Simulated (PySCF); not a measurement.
PySCF input file for CH5GaO2S, SMILES [Ga]([OH])([OH])[S]C, B3LYP-D3(BJ)/def2-SVP. The structure is a stationary point at B3LYP-D3(BJ)/def2-SVP. The structure was generated by enumeration; whether it is a known compound was not checked. One conformer was computed; it need not be the lowest.

```python
import numpy as np
from pyscf import gto, scf, dft, df
from pyscf.hessian import thermo

mol = gto.M(
    atom='''
    Ga   -0.00899093   -0.59835938   -0.00000000
    O     0.99351853   -2.07912939    0.00000000
    H     0.50065632   -2.90934145    0.00000000
    O    -1.80550593   -0.63607692    0.00000000
    H    -2.20867187   -1.51287691    0.00000000
    S     0.92169605    1.38124633    0.00000000
    C    -0.59866669    2.43706320   -0.00000000
    H    -1.51094914    1.82788099   -0.00000000
    H    -0.58077690    3.07140412    0.89658035
    H    -0.58077690    3.07140413   -0.89658035
    ''',
    basis='def2-SVP',
    charge=0,
    spin=0,
    max_memory=1600,
    verbose=3,
)
mf = dft.RKS(mol, xc='b3lyp').density_fit(auxbasis='def2-universal-jkfit')
mf.disp = 'd3bj'
mf.grids.level = 3
mf.conv_tol = 1e-11
mf.max_cycle = 100
mf.kernel()

# [left out here: the lines that compute and print the analytic Hessian (its translational invariance restored by hand, since the grid's response is missing), thermochemistry and intensities]
```

It prints:

```
converged SCF energy = -2514.25554493621

WARN: DFTD3 does not support analytical Hessian, using finite difference


WARN: Mole.unit (angstrom) is changed to Bohr

Mode                                 0                   1                   2
Irrep
Freq [cm^-1]                       38.7306             77.0320            116.4789
Reduced mass [au]                   1.4553              2.1589              5.1867
Force const [Dyne/A]                0.0013              0.0075              0.0415
Char temp [K]                      55.7247            110.8319            167.5871
Normal mode                   x     y     z       x     y     z       x     y     z
       0  Ga                 0.00  0.00  0.01    0.00 -0.00  0.02    0.04  0.00 -0.00
       1   O                -0.00 -0.00  0.06   -0.00 -0.00 -0.11   -0.09 -0.09 -0.00
       2   H                -0.00 -0.00  0.06   -0.00 -0.00  0.03   -0.19 -0.03 -0.00
       3   O                 0.00  0.00 -0.04    0.00  0.00  0.07    0.04  0.11  0.00
       4   H                -0.00  0.00 -0.07   -0.00  0.00 -0.16   -0.02  0.14  0.00
       5   S                -0.00  0.00 -0.07   -0.00  0.00  0.04   -0.01  0.03  0.00
       6   C                -0.00 -0.00  0.09   -0.00  0.00 -0.13   -0.10 -0.09 -0.00
       7   H                -0.00 -0.00 -0.33   -0.00  0.00 -0.48   -0.05 -0.16  0.00
       8   H                -0.18 -0.35  0.34   -0.24 -0.17 -0.01   -0.15 -0.09  0.00
       9   H                 0.18  0.35  0.34    0.24  0.17 -0.01   -0.15 -0.09 -0.00
Mode                                 3                   4                   5
Irrep
Freq [cm^-1]                      164.2301            175.6467            186.2137
Reduced mass [au]                   1.7946              1.8823              5.1458
Force const [Dyne/A]                0.0285              0.0342              0.1051
Char temp [K]                     236.2906            252.7166            267.9200
Normal mode                   x     y     z       x     y     z       x     y     z
       0  Ga                -0.00  0.00  0.06   -0.00 -0.00  0.05   -0.02 -0.02 -0.00
       1   O                -0.00 -0.00 -0.06    0.00  0.00 -0.09    0.12  0.07  0.00
       2   H                -0.00  0.00 -0.64    0.00  0.00  0.37    0.24 -0.00 -0.00
       3   O                 0.00 -0.00 -0.10   -0.00  0.00 -0.07   -0.02  0.16  0.00
       4   H                 0.00 -0.00  0.35   -0.00  0.00 -0.56   -0.15  0.22  0.00
       5   S                 0.00  0.00 -0.03    0.00 -0.00 -0.05   -0.01 -0.04  0.00
       6   C                 0.00  0.00 -0.02   -0.00 -0.00  0.03   -0.02 -0.06 -0.00
       7   H                 0.00  0.00 -0.02   -0.00 -0.00  0.17   -0.01 -0.08 -0.00
       8   H                -0.00  0.00 -0.02    0.10  0.08 -0.03   -0.03 -0.06 -0.00
       9   H                 0.00 -0.00 -0.02   -0.10 -0.08 -0.03   -0.03 -0.06  0.00
Mode                                 6                   7                   8
Irrep
Freq [cm^-1]                      220.3612            283.0441            417.5938
Reduced mass [au]                   5.1669              1.1460             15.2178
Force const [Dyne/A]                0.1478              0.0541              1.5635
Char temp [K]                     317.0508            407.2374            600.8245
Normal mode                   x     y     z       x     y     z       x     y     z
       0  Ga                 0.02 -0.05  0.00    0.00  0.00  0.01   -0.03 -0.05  0.00
       1   O                 0.02 -0.05  0.00   -0.00 -0.00 -0.06    0.02 -0.03 -0.00
       2   H                -0.00 -0.04  0.00   -0.00 -0.00  0.63    0.07 -0.06  0.00
       3   O                 0.02  0.05 -0.00   -0.00 -0.00 -0.06   -0.04 -0.00 -0.00
       4   H                -0.07  0.09 -0.00    0.00 -0.00  0.68   -0.06  0.00 -0.00
       5   S                -0.08  0.03 -0.00    0.00  0.00  0.01    0.08  0.12  0.00
       6   C                 0.03  0.16  0.00   -0.00 -0.00 -0.00   -0.02  0.01 -0.00
       7   H                -0.03  0.25  0.00   -0.00 -0.00 -0.03    0.04 -0.08  0.00
       8   H                 0.10  0.16  0.00   -0.02 -0.02  0.02   -0.09  0.01  0.00
       9   H                 0.10  0.16 -0.00    0.02  0.02  0.02   -0.09  0.01 -0.00
Mode                                 9                  10                  11
Irrep
Freq [cm^-1]                      667.0975            686.5153            714.5393
Reduced mass [au]                  14.2371              6.9620             10.6921
Force const [Dyne/A]                3.7329              1.9332              3.2164
Char temp [K]                     959.8048            987.7427           1028.0630
Normal mode                   x     y     z       x     y     z       x     y     z
       0  Ga                 0.03  0.03 -0.00    0.00 -0.01  0.00   -0.05  0.03  0.00
       1   O                 0.09 -0.11  0.00   -0.01  0.02 -0.00    0.11 -0.13 -0.00
       2   H                -0.06 -0.03 -0.00   -0.01  0.02  0.00   -0.16  0.02  0.00
       3   O                -0.19  0.00  0.00   -0.00 -0.00  0.00    0.12 -0.01  0.00
       4   H                 0.00 -0.09 -0.00   -0.01  0.00  0.00   -0.09  0.10 -0.00
       5   S                -0.01 -0.01 -0.00   -0.07  0.06 -0.00   -0.01  0.00  0.00
       6   C                 0.01 -0.01  0.00    0.18 -0.13 -0.00    0.01 -0.01 -0.00
       7   H                 0.00  0.01 -0.00    0.15 -0.09 -0.00    0.01 -0.01 -0.00
       8   H                 0.03 -0.01  0.00    0.12 -0.11 -0.01    0.00 -0.01 -0.00
       9   H                 0.03 -0.01 -0.00    0.12 -0.11  0.01    0.00 -0.01  0.00
Mode                                12                  13                  14
Irrep
Freq [cm^-1]                      741.6332            813.5875            968.2230
Reduced mass [au]                   1.1184              1.1358              1.1701
Force const [Dyne/A]                0.3624              0.4430              0.6463
Char temp [K]                    1067.0450           1170.5712           1393.0574
Normal mode                   x     y     z       x     y     z       x     y     z
       0  Ga                -0.02  0.01  0.00    0.01  0.02  0.00    0.00  0.00  0.00
       1   O                -0.02 -0.05  0.00   -0.04 -0.03  0.00    0.00 -0.00 -0.00
       2   H                 0.50 -0.34 -0.00    0.60 -0.40 -0.00    0.00 -0.00 -0.01
       3   O                 0.02  0.05  0.00    0.01 -0.05 -0.00   -0.00 -0.00 -0.00
       4   H                 0.67 -0.26 -0.00   -0.56  0.22  0.00    0.00 -0.00 -0.00
       5   S                -0.01  0.00 -0.00   -0.00 -0.00 -0.00   -0.00 -0.00  0.02
       6   C                 0.00 -0.00  0.00    0.00  0.00  0.00    0.00  0.00 -0.11
       7   H                -0.01  0.02 -0.00    0.01 -0.01 -0.00    0.00 -0.00  0.24
       8   H                 0.01 -0.00 -0.00    0.01 -0.00  0.00    0.44 -0.41  0.17
       9   H                 0.01 -0.00  0.00    0.01 -0.00 -0.00   -0.44  0.41  0.17
Mode                                15                  16                  17
Irrep
Freq [cm^-1]                      991.5840           1342.3551           1460.6657
Reduced mass [au]                   1.1973              1.1364              1.0501
Force const [Dyne/A]                0.6936              1.2065              1.3200
Char temp [K]                    1426.6686           1931.3502           2101.5727
Normal mode                   x     y     z       x     y     z       x     y     z
       0  Ga                 0.00  0.00 -0.00   -0.00 -0.00  0.00   -0.00  0.00 -0.00
       1   O                 0.00 -0.00  0.00    0.00  0.00  0.00    0.00 -0.00  0.00
       2   H                 0.01 -0.01  0.00   -0.01  0.00  0.00    0.00 -0.00 -0.00
       3   O                -0.00  0.00 -0.00    0.00 -0.00 -0.00   -0.00 -0.00  0.00
       4   H                 0.02 -0.01 -0.00    0.01 -0.01 -0.00    0.01 -0.00  0.00
       5   S                -0.02 -0.02 -0.00   -0.01  0.01  0.00   -0.00 -0.00  0.00
       6   C                 0.07  0.09  0.00   -0.08  0.06 -0.00   -0.04 -0.05  0.00
       7   H                 0.46 -0.48 -0.00    0.31 -0.48  0.00    0.17 -0.33 -0.00
       8   H                -0.43  0.03  0.06    0.44 -0.23  0.17    0.17  0.49 -0.37
       9   H                -0.43  0.03 -0.06    0.44 -0.23 -0.17    0.17  0.49  0.37
Mode                                18                  19                  20
Irrep
Freq [cm^-1]                     1461.3314           3053.2692           3154.2278
Reduced mass [au]                   1.0537              1.0301              1.1087
Force const [Dyne/A]                1.3258              5.6580              6.4992
Char temp [K]                    2102.5305           4392.9746           4538.2315
Normal mode                   x     y     z       x     y     z       x     y     z
       0  Ga                -0.00  0.00  0.00   -0.00  0.00  0.00    0.00  0.00  0.00
       1   O                 0.00 -0.00 -0.00    0.00 -0.00  0.00   -0.00 -0.00 -0.00
       2   H                 0.00 -0.00  0.00   -0.00 -0.00 -0.00   -0.00  0.00 -0.00
       3   O                -0.00 -0.00 -0.00   -0.00  0.00 -0.00    0.00  0.00  0.00
       4   H                 0.00 -0.00 -0.00    0.00  0.00 -0.00    0.00  0.00 -0.00
       5   S                -0.00 -0.00 -0.00   -0.00  0.00  0.00    0.00 -0.00  0.00
       6   C                -0.00 -0.00 -0.06    0.03 -0.03  0.00    0.00  0.00 -0.09
       7   H                 0.00 -0.00  0.72   -0.41 -0.29 -0.00   -0.00 -0.00 -0.02
       8   H                -0.44 -0.13  0.06    0.02  0.33  0.50    0.02  0.39  0.55
       9   H                 0.44  0.13  0.06    0.02  0.33 -0.50   -0.02 -0.39  0.55
Mode                                21                  22                  23
Irrep
Freq [cm^-1]                     3174.3692           3851.6563           3856.8914
Reduced mass [au]                   1.1087              1.0673              1.0673
Force const [Dyne/A]                6.5825              9.3291              9.3543
Char temp [K]                    4567.2105           5541.6759           5549.2079
Normal mode                   x     y     z       x     y     z       x     y     z
       0  Ga                 0.00  0.00  0.00   -0.00  0.00 -0.00   -0.00  0.00 -0.00
       1   O                -0.00 -0.00  0.00   -0.03 -0.05  0.00    0.01  0.01  0.00
       2   H                 0.00 -0.00  0.00    0.47  0.82 -0.00   -0.11 -0.19 -0.00
       3   O                -0.00 -0.00 -0.00    0.01  0.01  0.00    0.03  0.05  0.00
       4   H                -0.00 -0.00 -0.00   -0.09 -0.19  0.00   -0.41 -0.85  0.00
       5   S                 0.00 -0.00  0.00    0.00  0.00 -0.00   -0.00 -0.00  0.00
       6   C                -0.06 -0.07 -0.00    0.00 -0.00  0.00    0.00  0.00 -0.00
       7   H                 0.67  0.46 -0.00   -0.00 -0.00  0.00   -0.00 -0.00 -0.00
       8   H                 0.01  0.18  0.28   -0.00  0.00  0.00    0.00 -0.00 -0.00
       9   H                 0.01  0.18 -0.28   -0.00  0.00 -0.00    0.00 -0.00  0.00
temperature 298.1500 [K]
pressure 101325.00 [Pa]
Rotational constants [GHz] 4.63656 1.88815 1.35339
Symmetry number 1
Zero-point energy (ZPE) 0.06519 [Eh]   171169.329 [J/mol]
                           tot       elec      trans        rot        vib
Entropy [J/mol/K]       394.416      0.000    171.306    115.885    107.225
Cv [J/mol/K]            114.805      0.000     12.472     12.472     89.861
Cp [J/mol/K]            123.119      0.000     20.786     12.472     89.861
Internal energy [J/mol]                      3718.434   3718.434 187004.301
Internal energy [Eh]   -2514.18149  -2514.25554
Enthalpy [J/mol]                             6197.391   3718.434 187004.301
Enthalpy [Eh]          -2514.18054
Gibbs free energy [J/mol]                  -44877.462 -30832.599 155035.067
Gibbs free energy [Eh] -2514.22533
static polarisability / bohr^3: [[55.148 -1.267  0.   ]
 [-1.268 75.717 -0.   ]
 [-0.     0.    39.651]]
largest difference of analytic and finite-field dipole derivatives / e: 0.0014334691707222902
mode   freq/cm-1   IR/(km/mol)   Raman/(A^4/amu)   depolarisation
   1       38.73         0.403             0.211            0.750
   2       77.03         1.454             0.231            0.750
   3      116.48         0.009             0.275            0.711
   4      164.23         1.897             0.287            0.750
   5      175.65         7.243             0.256            0.750
   6      186.21        35.918             1.869            0.749
   7      220.36         1.463             3.572            0.501
   8      283.04       233.315             2.695            0.750
   9      417.59        25.937            11.146            0.110
  10      667.10        70.764            11.799            0.061
  11      686.52         9.975            14.510            0.294
  12      714.54       172.388             1.712            0.582
  13      741.63       101.942             4.515            0.750
  14      813.59         5.582             0.696            0.736
  15      968.22         4.569             2.594            0.750
  16      991.58         7.895             3.355            0.732
  17     1342.36         9.692             2.665            0.743
  18     1460.67         5.541            16.854            0.721
  19     1461.33         4.711            12.793            0.750
  20     3053.27        24.176           149.108            0.043
  21     3154.23         4.391           103.283            0.750
  22     3174.37         0.556            38.872            0.688
  23     3851.66        41.191           116.320            0.331
  24     3856.89        72.455           224.660            0.266
max |gradient| / (hartree/bohr): 7.022107793400488e-05
APT charges: [ 1.3516 -0.7976  0.2539 -0.7946  0.2556 -0.3764  0.0913  0.0383 -0.011
 -0.011 ]
```

Self-consistency was reached.

Cost: roughly 7 core-minutes.
